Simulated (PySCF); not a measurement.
# Computed records: CH5B2O, B2H5N2, CH6BO, AlBH4N and others

Computed with PySCF 2.14.0. Calculation on a computer-drawn molecule: optimised geometry and harmonic frequencies of an isolated molecule of the commonest isotopes, restricted reference for singlets and unrestricted otherwise, frozen core in MP2.

```yaml
- entry: 1
  formula: CH5B2O
  start_structure:
    atoms_angstrom:
      - [B, 0.4018, -2.6087, 0.9754]
      - [C, -0.6231, -1.5234, 1.5121]
      - [B, -0.9374, -0.3663, 0.6868]
      - [O, -1.0267, 0.5164, -0.2115]
      - [H, -0.1705, -3.7391, 0.886]
      - [H, 0.915, -2.3166, -0.0559]
      - [H, 1.363, -2.7108, 1.8635]
      - [H, -1.1155, -1.7373, 2.4719]
      - [H, -0.2269, 1.1839, -0.1365]
  given:
    charge: -1
    multiplicity: 1
    method: HF
    basis: aug-cc-pVDZ
    drawn_bonds_atom: [1, 2, 3, 1, 1, 1, 2, 4]
    drawn_bonds_other_atom: [2, 3, 4, 5, 6, 7, 8, 9]
    drawn_bonds_order: [1, 2, 1, 1, 1, 1, 1, 1]
  results:
    optimised_atom_element: [B, C, B, O, H, H, H, H, H]
    "optimised_atom_x [angstrom]": [0.4365, -0.653, -0.8636, -1.007, -0.125, 0.9292, 1.366, -1.158, -0.3448]
    "optimised_atom_y [angstrom]": [-2.677, -1.502, -0.4293, 0.5934, -3.788, -2.376, -2.775, -1.601, 1.253]
    "optimised_atom_z [angstrom]": [1.014, 1.498, 0.661, -0.2049, 0.9121, -0.09942, 1.844, 2.454, -0.08632]
    "modes_frequency [cm^-1]": [106.2, 205.8, 365.1, 427.8, 519.8, 678.2, 724.1, 877.5, 933.5, 941.1, 1149, 1157, 1219, 1225, 1244, 1800, 2209, 2223, 2286, 3275, 4163]
    "modes_reduced_mass [dalton]": [3.085, 1.149, 2.505, 1.483, 3.902, 1.144, 2.365, 1.781, 1.483, 2.166, 1.217, 1.815, 1.199, 1.067, 1.067, 9.248, 1.098, 1.103, 1.031, 1.089, 1.066]
    "rotational_constants [GHz]": [27.05, 3.894, 3.537]
    "total_energy [hartree]": -165.0016
    "convergence_status_largest_gradient_component [hartree/bohr]": 1.804e-05
- entry: 2
  formula: B2H5N2
  start_structure:
    atoms_angstrom:
      - [B, 0.5693, -0.9725, 1.3736]
      - ["N", -0.7786, -0.3649, 1.8698]
      - [B, -2.047, -0.7583, 1.4683]
      - ["N", -3.2278, -0.8229, 0.9209]
      - [H, 0.4434, -1.807, 0.4955]
      - [H, 1.2402, -0.0609, 0.9869]
      - [H, 1.1644, -1.518, 2.3434]
      - [H, -0.7651, 0.3019, 2.6243]
      - [H, -3.9684, -1.4852, 1.0465]
  given:
    charge: -1
    multiplicity: 1
    method: HF
    basis: aug-cc-pVDZ
    drawn_bonds_atom: [1, 2, 3, 1, 1, 1, 2, 4]
    drawn_bonds_other_atom: [2, 3, 4, 5, 6, 7, 8, 9]
    drawn_bonds_order: [1, 1, 2, 1, 1, 1, 1, 1]
  results:
    optimised_atom_element: [B, "N", B, "N", H, H, H, H, H]
    "optimised_atom_x [angstrom]": [0.5817, -0.828, -2.062, -3.257, 0.3855, 1.334, 1.096, -0.7924, -3.828]
    "optimised_atom_y [angstrom]": [-0.9792, -0.3691, -0.6426, -0.8099, -1.768, -0.05888, -1.571, 0.2752, -1.564]
    "optimised_atom_z [angstrom]": [1.393, 1.838, 1.366, 0.8771, 0.4641, 1.029, 2.36, 2.601, 1.2]
    "modes_frequency [cm^-1]": [106.3, 195.9, 310.8, 477.9, 543.2, 583.5, 732.7, 798.5, 990.4, 993.5, 1087, 1242, 1256, 1263, 1359, 1926, 2272, 2317, 2379, 3806, 3832]
    "modes_reduced_mass [dalton]": [1.245, 3.024, 1.229, 2.158, 3.944, 1.213, 3.046, 1.822, 1.622, 1.298, 2.697, 1.078, 1.133, 1.102, 1.505, 8.8, 1.104, 1.075, 1.06, 1.074, 1.078]
    "rotational_constants [GHz]": [36.72, 3.895, 3.661]
    "total_energy [hartree]": -161.2610
    "convergence_status_largest_gradient_component [hartree/bohr]": 4.317e-05
- entry: 3
  formula: CH6BO
  start_structure:
    atoms_angstrom:
      - [B, -2.317, -0.6046, -0.7388]
      - [O, -1.0423, -0.6483, 0.0353]
      - [C, -0.7123, 0.564, 0.6327]
      - [H, -3.237, -0.2978, 0.0438]
      - [H, -2.4702, -1.6885, -1.269]
      - [H, -2.2308, 0.3011, -1.6588]
      - [H, 0.2593, 0.3824, 1.1832]
      - [H, -1.5487, 0.8709, 1.3609]
      - [H, -0.5517, 1.3826, -0.0929]
  given:
    charge: -1
    multiplicity: 1
    method: HF
    basis: aug-cc-pVDZ
    drawn_bonds_atom: [1, 2, 1, 1, 1, 3, 3, 3]
    drawn_bonds_other_atom: [2, 3, 4, 5, 6, 7, 8, 9]
    drawn_bonds_order: [1, 1, 1, 1, 1, 1, 1, 1]
  results:
    optimised_atom_element: [B, O, C, H, H, H, H, H, H]
    "optimised_atom_x [angstrom]": [-2.315, -1.035, -0.6985, -3.283, -2.493, -2.249, 0.2472, -1.462, -0.5637]
    "optimised_atom_y [angstrom]": [-0.5923, -0.6261, 0.5456, -0.3038, -1.713, 0.2799, 0.4232, 0.8712, 1.378]
    "optimised_atom_z [angstrom]": [-0.7587, 0.02752, 0.6502, -0.006559, -1.264, -1.665, 1.198, 1.377, -0.06092]
    "modes_frequency [cm^-1]": [164.5, 234.1, 380.6, 826.1, 1014, 1015, 1233, 1234, 1244, 1264, 1285, 1305, 1566, 1575, 1595, 2152, 2214, 2322, 3048, 3061, 3092]
    "modes_reduced_mass [dalton]": [1.03, 1.351, 2.256, 4.248, 1.277, 1.323, 1.087, 2.656, 1.101, 1.297, 1.547, 1.487, 1.171, 1.052, 1.049, 1.094, 1.072, 1.051, 1.037, 1.1, 1.092]
    "rotational_constants [GHz]": [37.57, 9.481, 8.507]
    "total_energy [hartree]": -140.9190
    "convergence_status_largest_gradient_component [hartree/bohr]": 1.401e-05
- entry: 4
  formula: AlBH4N
  start_structure:
    atoms_angstrom:
      - [B, 0.3607, 0.429, -2.1707]
      - [Al, -0.056, -0.7958, -0.6596]
      - ["N", -0.3019, -1.9053, 0.6237]
      - [H, 1.2594, 1.2138, -1.8193]
      - [H, -0.6019, 1.2112, -2.5297]
      - [H, 0.7817, -0.1712, -3.1782]
      - [H, -1.0372, -2.2026, 1.2503]
  given:
    charge: -1
    multiplicity: 1
    method: HF
    basis: "aug-cc-pV(D+d)Z"
    drawn_bonds_atom: [1, 2, 1, 1, 1, 3]
    drawn_bonds_other_atom: [2, 3, 4, 5, 6, 7]
    drawn_bonds_order: [1, 2, 1, 1, 1, 1]
  results:
    optimised_atom_element: [B, Al, "N", H, H, H, H]
    "optimised_atom_x [angstrom]": [0.4206, -0.145, -0.5708, 1.327, -0.5859, 0.7855, -0.8269]
    "optimised_atom_y [angstrom]": [0.5352, -0.7939, -1.795, 1.242, 1.179, -0.1921, -2.397]
    "optimised_atom_z [angstrom]": [-2.264, -0.6234, 0.6118, -1.835, -2.545, -3.183, 1.356]
    "modes_frequency [cm^-1]": [151.1, 151.1, 332.6, 332.7, 392.4, 636.9, 636.9, 1054, 1096, 1224, 1224, 2417, 2443, 2443, 3972]
    "modes_reduced_mass [dalton]": [4.149, 4.15, 1.14, 1.14, 5.126, 1.259, 1.259, 1.302, 5.375, 1.067, 1.067, 1.021, 1.11, 1.11, 1.084]
    "rotational_constants [GHz]": [120.3, 4.27, 4.27]
    "total_energy [hartree]": -323.3669
    "convergence_status_largest_gradient_component [hartree/bohr]": 2.706e-05
- entry: 5
  formula: AlBH4N
  start_structure:
    atoms_angstrom:
      - [B, 0.4206, 0.5352, -2.2643]
      - [Al, -0.145, -0.7939, -0.6234]
      - ["N", -0.5708, -1.7951, 0.6118]
      - [H, 1.3273, 1.2424, -1.835]
      - [H, -0.5859, 1.1792, -2.5451]
      - [H, 0.7855, -0.1921, -3.1832]
      - [H, -0.8269, -2.3966, 1.3557]
  given:
    charge: -1
    multiplicity: 1
    method: MP2
    basis: "aug-cc-pV(D+d)Z"
    drawn_bonds_atom: [1, 2, 1, 1, 1, 3]
    drawn_bonds_other_atom: [2, 3, 4, 5, 6, 7]
    drawn_bonds_order: [1, 2, 1, 1, 1, 1]
  results:
    optimised_atom_element: [B, Al, "N", H, H, H, H]
    "optimised_atom_x [angstrom]": [0.4211, -0.1342, -0.5706, 1.328, -0.5912, 0.7844, -0.8323]
    "optimised_atom_y [angstrom]": [0.5365, -0.7686, -1.795, 1.239, 1.176, -0.1996, -2.409]
    "optimised_atom_z [angstrom]": [-2.266, -0.6546, 0.6115, -1.827, -2.539, -3.179, 1.371]
    "modes_frequency [cm^-1]": [68.07, 68.09, 197.1, 197.6, 435.6, 595.5, 596.1, 956.4, 994.1, 1153, 1153, 2408, 2468, 2469, 3701]
    "modes_reduced_mass [dalton]": [4.188, 4.203, 1.149, 1.149, 4.695, 1.245, 1.244, 1.588, 3.242, 1.063, 1.063, 1.022, 1.112, 1.112, 1.085]
    "rotational_constants [GHz]": [119.6, 4.275, 4.275]
    "total_energy [hartree]": -323.7487
    "convergence_status_largest_gradient_component [hartree/bohr]": 3.525e-05
- entry: 6
  formula: BH6OSi
  start_structure:
    atoms_angstrom:
      - [B, -1.8463, -1.1784, -2.4608]
      - [Si, -1.8606, 0.7307, -2.2617]
      - [O, -0.3486, 1.472, -2.2915]
      - [H, -2.9627, -1.6206, -2.5506]
      - [H, -1.2407, -1.4712, -3.5616]
      - [H, -1.1137, -1.703, -1.6395]
      - [H, -2.5077, 1.7126, -3.2615]
      - [H, -2.3545, 1.4918, -1.0115]
      - [H, 0.3792, 0.7413, -2.3991]
  given:
    charge: -1
    multiplicity: 1
    method: HF
    basis: "aug-cc-pV(D+d)Z"
    drawn_bonds_atom: [1, 2, 1, 1, 1, 2, 2, 3]
    drawn_bonds_other_atom: [2, 3, 4, 5, 6, 7, 8, 9]
    drawn_bonds_order: [1, 1, 1, 1, 1, 1, 1, 1]
  results:
    optimised_atom_element: [B, Si, O, H, H, H, H, H, H]
    "optimised_atom_x [angstrom]": [-1.824, -1.814, -0.2318, -2.988, -1.284, -1.169, -2.542, -2.409, 0.4074]
    "optimised_atom_y [angstrom]": [-1.191, 0.8228, 1.48, -1.613, -1.447, -1.69, 1.646, 1.369, 0.7987]
    "optimised_atom_z [angstrom]": [-2.51, -2.269, -2.281, -2.495, -3.599, -1.581, -3.307, -0.9917, -2.403]
    "modes_frequency [cm^-1]": [126.2, 195.8, 246.0, 399.7, 558.9, 662.2, 772.9, 782.7, 833.0, 928.8, 1035, 1061, 1141, 1220, 1224, 2090, 2137, 2323, 2333, 2359, 4196]
    "modes_reduced_mass [dalton]": [1.048, 2.466, 1.18, 1.076, 3.089, 1.411, 1.336, 10.54, 1.128, 1.17, 1.113, 1.092, 1.271, 1.056, 1.059, 1.046, 1.031, 1.104, 1.07, 1.062, 1.066]
    "rotational_constants [GHz]": [17.64, 6.051, 4.931]
    "total_energy [hartree]": -392.0300
    "convergence_status_largest_gradient_component [hartree/bohr]": 3.591e-05
- entry: 7
  formula: CH6BSi
  start_structure:
    atoms_angstrom:
      - [B, -0.6278, 1.2375, -1.3567]
      - [Si, -1.2359, 0.0976, 0.1315]
      - [C, -0.9069, -0.0446, 1.8871]
      - [H, -0.1054, 0.6283, -2.2397]
      - [H, -1.5895, 1.8486, -1.8841]
      - [H, 0.1065, 2.1271, -0.8447]
      - [H, -2.1406, -1.0996, -0.2151]
      - [H, -0.2601, 0.6532, 2.2965]
      - [H, -1.3284, -0.8338, 2.4436]
  given:
    charge: -1
    multiplicity: 1
    method: HF
    basis: "aug-cc-pV(D+d)Z"
    drawn_bonds_atom: [1, 2, 1, 1, 1, 2, 3, 3]
    drawn_bonds_other_atom: [2, 3, 4, 5, 6, 7, 8, 9]
    drawn_bonds_order: [1, 2, 1, 1, 1, 1, 1, 1]
  results:
    optimised_atom_element: [B, Si, C, H, H, H, H, H, H]
    "optimised_atom_x [angstrom]": [-0.6223, -1.227, -0.9082, -0.06873, -1.645, 0.1406, -2.163, -0.2572, -1.336]
    "optimised_atom_y [angstrom]": [1.302, 0.04453, -0.0526, 0.6009, 1.811, 2.153, -1.081, 0.6525, -0.8162]
    "optimised_atom_z [angstrom]": [-1.357, 0.1292, 1.826, -2.211, -1.828, -0.9012, -0.2433, 2.335, 2.469]
    "modes_frequency [cm^-1]": [135.2, 201.3, 328.4, 515.4, 600.2, 686.6, 745.1, 799.8, 806.2, 950.5, 1002, 1136, 1224, 1226, 1503, 2131, 2369, 2376, 2417, 3237, 3313]
    "modes_reduced_mass [dalton]": [1.198, 2.257, 1.162, 3.142, 1.17, 1.426, 1.109, 1.124, 1.428, 1.41, 2.682, 1.257, 1.061, 1.058, 1.194, 1.04, 1.105, 1.046, 1.088, 1.056, 1.111]
    "rotational_constants [GHz]": [29.69, 5.262, 4.64]
    "total_energy [hartree]": -354.9393
    "convergence_status_largest_gradient_component [hartree/bohr]": 4.299e-05
- entry: 8
  formula: B2H5N2
  start_structure:
    atoms_angstrom:
      - [B, 0.7607, 2.4087, -0.6608]
      - [B, 0.8427, 1.1396, 0.3338]
      - ["N", 0.3881, 1.2915, 1.7431]
      - ["N", 1.3915, -0.1293, -0.0281]
      - [H, 0.6873, 3.2922, -1.3978]
      - [H, 0.4499, 0.5416, 2.4182]
      - [H, 0.0059, 2.1037, 2.0848]
      - [H, 1.4698, -0.8717, 0.5969]
      - [H, 1.7205, -0.341, -0.9212]
  given:
    charge: 0
    multiplicity: 2
    method: HF
    basis: cc-pVDZ
    drawn_bonds_atom: [1, 2, 2, 1, 3, 3, 4, 4]
    drawn_bonds_other_atom: [2, 3, 4, 5, 6, 7, 8, 9]
    drawn_bonds_order: [1, 1, 1, 1, 1, 1, 1, 1]
  results:
    optimised_atom_element: [B, B, "N", "N", H, H, H, H, H]
    "optimised_atom_x [angstrom]": [1.057, 0.9266, 0.3887, 1.383, 0.4007, 0.3284, 0.073, 1.367, 1.792]
    "optimised_atom_y [angstrom]": [2.515, 1.152, 1.293, -0.1142, 3.09, 0.5388, 2.161, -0.9367, -0.2637]
    "optimised_atom_z [angstrom]": [-0.5995, 0.4181, 1.724, -0.0338, -1.419, 2.376, 2.099, 0.5328, -0.9297]
    "modes_frequency [cm^-1]": [163.2, 196.5, 281.8, 291.4, 395.2, 413.1, 500.5, 587.0, 695.9, 751.7, 934.0, 985.8, 1356, 1381, 1745, 1757, 2747, 3819, 3820, 3925, 3927]
    "modes_reduced_mass [dalton]": [1.124, 1.233, 1.156, 2.95, 1.871, 1.756, 1.179, 1.197, 2.393, 4.645, 1.238, 1.833, 3.647, 4.349, 1.217, 1.151, 1.098, 1.052, 1.051, 1.097, 1.097]
    "rotational_constants [GHz]": [9.125, 8.506, 4.443]
    "total_energy [hartree]": -161.1900
    spin_squared: 0.7575
    "convergence_status_largest_gradient_component [hartree/bohr]": 3.113e-05
- entry: 9
  formula: CH5B2O
  start_structure:
    atoms_angstrom:
      - [B, -1.3949, 1.2478, 1.4504]
      - [B, -0.165, 0.2841, 1.6443]
      - [C, 0.7008, -0.3857, 0.5838]
      - [O, 0.3643, -0.1924, -0.8559]
      - [H, -2.2833, 2.0406, 1.2395]
      - [H, 0.1797, -0.0213, 2.7715]
      - [H, 0.5759, -1.5516, 0.6292]
      - [H, 1.707, -0.2074, 0.5968]
      - [H, -0.5696, -0.3381, -1.0158]
  given:
    charge: 0
    multiplicity: 2
    method: HF
    basis: cc-pVDZ
    drawn_bonds_atom: [1, 2, 3, 1, 2, 3, 3, 4]
    drawn_bonds_other_atom: [2, 3, 4, 5, 6, 7, 8, 9]
    drawn_bonds_order: [1, 1, 1, 1, 1, 1, 1, 1]
  results:
    optimised_atom_element: [B, B, C, O, H, H, H, H, H]
    "optimised_atom_x [angstrom]": [-1.324, -0.1818, 0.6554, 0.2165, -2.16, 0.06359, 0.7271, 1.686, -0.567]
    "optimised_atom_y [angstrom]": [1.303, 0.2048, -0.4273, -0.06355, 2.115, -0.1204, -1.519, -0.06612, -0.5513]
    "optimised_atom_z [angstrom]": [1.408, 1.696, 0.5043, -0.7946, 1.204, 2.83, 0.6021, 0.5922, -0.9978]
    "modes_frequency [cm^-1]": [116.0, 182.2, 284.6, 372.0, 483.4, 623.5, 794.0, 836.3, 900.1, 958.2, 1156, 1228, 1264, 1444, 1489, 1555, 2670, 2874, 3143, 3194, 4151]
    "modes_reduced_mass [dalton]": [3.927, 1.749, 1.047, 1.252, 2.634, 1.215, 2.123, 1.884, 1.718, 1.757, 4.346, 1.045, 3.212, 1.411, 1.224, 1.071, 1.091, 1.108, 1.068, 1.093, 1.067]
    "rotational_constants [GHz]": [14.84, 5.746, 4.308]
    "total_energy [hartree]": -164.9231
    spin_squared: 0.7578
    "convergence_status_largest_gradient_component [hartree/bohr]": 4.103e-05
- entry: 10
  formula: CH7B2Si
  start_structure:
    atoms_angstrom:
      - [B, -0.5971, 1.5666, -2.2029]
      - [B, -0.7296, 1.697, -0.6954]
      - [C, -1.2266, 0.4798, 0.2336]
      - [Si, 0.2755, -0.3578, 1.0845]
      - [H, -0.4022, 1.5998, -3.3683]
      - [H, -0.5228, 2.679, -0.1336]
      - [H, -1.7767, -0.2356, -0.2686]
      - [H, -1.861, 0.7933, 0.9922]
      - [H, 1.0698, 0.6258, 1.827]
      - [H, 1.1791, -0.9685, 0.0203]
      - [H, -0.1848, -1.4658, 1.9467]
  given:
    charge: 0
    multiplicity: 2
    method: HF
    basis: "cc-pV(D+d)Z"
    drawn_bonds_atom: [1, 2, 3, 1, 2, 3, 3, 4, 4, 4]
    drawn_bonds_other_atom: [2, 3, 4, 5, 6, 7, 8, 9, 10, 11]
    drawn_bonds_order: [1, 1, 1, 1, 1, 1, 1, 1, 1, 1]
  results:
    optimised_atom_element: [B, B, C, Si, H, H, H, H, H, H, H]
    "optimised_atom_x [angstrom]": [-0.6201, -0.7421, -1.183, 0.2727, -0.5249, -0.4297, -1.723, -1.838, 1.031, 1.201, -0.2205]
    "optimised_atom_y [angstrom]": [1.653, 1.661, 0.4506, -0.3808, 1.692, 2.705, -0.3349, 0.8129, 0.5983, -0.9889, -1.456]
    "optimised_atom_z [angstrom]": [-2.3, -0.6922, 0.2281, 1.101, -3.479, -0.1695, -0.3104, 1.03, 1.916, 0.1161, 1.996]
    "modes_frequency [cm^-1]": [66.64, 131.5, 225.4, 244.1, 339.4, 555.7, 617.5, 673.0, 741.4, 810.6, 847.4, 946.3, 999.6, 1024, 1033, 1036, 1125, 1156, 1296, 1535, 2293, 2297, 2308, 2635, 2869, 3162, 3213]
    "modes_reduced_mass [dalton]": [2.464, 1.189, 2.256, 2.062, 1.249, 1.077, 1.834, 1.593, 1.283, 1.926, 1.943, 1.896, 1.383, 1.105, 1.042, 1.036, 1.472, 1.458, 2.046, 1.121, 1.05, 1.048, 1.021, 1.088, 1.108, 1.059, 1.102]
    "rotational_constants [GHz]": [14.91, 2.637, 2.501]
    "total_energy [hartree]": -380.1751
    spin_squared: 0.758
    "convergence_status_largest_gradient_component [hartree/bohr]": 2.659e-05
```
